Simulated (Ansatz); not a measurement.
CH6BNOS (`OBNCS`). The species carries charge 0 and has multiplicity 1. Geometry: relaxed with PBE0-D4/def2-TZVP. It is one conformer, not always the lowest.

```xyz
11

O     1.911   -0.652    0.161
B     1.079   -0.507   -0.903
N    -0.193    0.111   -0.818
C    -0.757    0.809    0.297
S    -0.805   -0.127    1.868
H     1.477   -0.459    1.003
H     1.434   -0.922   -1.969
H    -0.768    0.121   -1.643
H    -0.179    1.700    0.567
H    -1.768    1.137    0.058
H    -1.430   -1.211    1.379
```

**Question.** What is the dipole moment at PBE/def2-TZVPP? (Best estimate.)

**Answer.** Ansatz gave: 3.04 D, with components (-2.79, 1.10, -0.44) D in this frame, pointing from negative to positive charge.

**Question.** And with r2SCAN, B3LYP, ωB97M-V? (An estimate is asked.)

**Answer.** Ansatz gave: r2SCAN 3.05 D, B3LYP 3.07 D, ωB97M-V 3.04 D.

**Question.** Give the Mulliken charges with PBE, r2SCAN, ωB97M-V in def2-TZVPP. (Estimate.)

**Answer.** Ansatz gave: 
| atom | PBE | r2SCAN | ωB97M-V |
| --- | --- | --- | --- |
| O1 | -0.27 | -0.33 | -0.31 |
| B2 | 0.07 | 0.18 | 0.11 |
| N3 | -0.19 | -0.27 | -0.22 |
| C4 | -0.10 | 0.02 | -0.16 |
| S5 | -0.19 | -0.20 | -0.17 |
| H6 | 0.18 | 0.20 | 0.18 |
| H7 | -0.03 | -0.04 | 0.03 |
| H8 | 0.16 | 0.17 | 0.12 |
| H9 | 0.13 | 0.10 | 0.16 |
| H10 | 0.11 | 0.07 | 0.13 |
| H11 | 0.11 | 0.10 | 0.12 |

B3LYP here is the variant with VWN-RPA as its local correlation; programs differ in this.
